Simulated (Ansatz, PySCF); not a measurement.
Reaction R1 + R2 → P1, each structure at its B3LYP-D3(BJ)/def2-TZVP stationary point, reached from a drawn start (curvature not checked).
P1: Cl4Sn (SMILES [Cl][Sn]([Cl])([Cl])[Cl]), charge 0, multiplicity 1.
R1, Cl2Sn (SMILES [Cl][Sn][Cl]) (charge 0, multiplicity 1, Z-matrix in Å and degrees):
```
Sn
Cl 1 2.3879
Cl 1 2.3879 2 98.81
```
R2: Cl2 (SMILES ClCl), charge 0, multiplicity 1.

P less R. No zero-point or thermal terms; no spin–orbit coupling.

Cores are frozen in the correlated methods. In cc and def2 sets filled d and f shells under p-block atoms count as core. CBS: X⁻³ extrapolation of the correlation energy, Hartree–Fock from the larger set.

Run with Ansatz (a quantum-chemistry and plane-wave program) with Gaussian orbitals; PySCF for the D3/D4 terms. All values are computed, each at the level named. Elements past Kr take the def2 small-core potentials, without spin–orbit coupling.

PBE/def2-TZVPP gives -2.568 eV for the reaction energy.

Task: Predict the shift from PBE, with its sign, for: PBE-D3(BJ)/def2-TZVPP, r2SCAN/def2-TZVPP, B3LYP/def2-TZVPP, wB97M-V/def2-TZVPP, B2PLYP/def2-TZVPP, MP2/CBS(def2-TZVPP, def2-QZVPP), CCSD(T)/CBS(def2-TZVPP, def2-QZVPP).

Result: PBE-D3(BJ)/def2-TZVPP -0.094; r2SCAN/def2-TZVPP -0.448; B3LYP/def2-TZVPP 0.048; wB97M-V/def2-TZVPP -0.418; B2PLYP/def2-TZVPP -0.315; MP2/CBS(def2-TZVPP, def2-QZVPP) -0.902; CCSD(T)/CBS(def2-TZVPP, def2-QZVPP) -0.702 eV. 1 of 7 lie above PBE; the widest gap is to MP2/CBS(def2-TZVPP, def2-QZVPP).
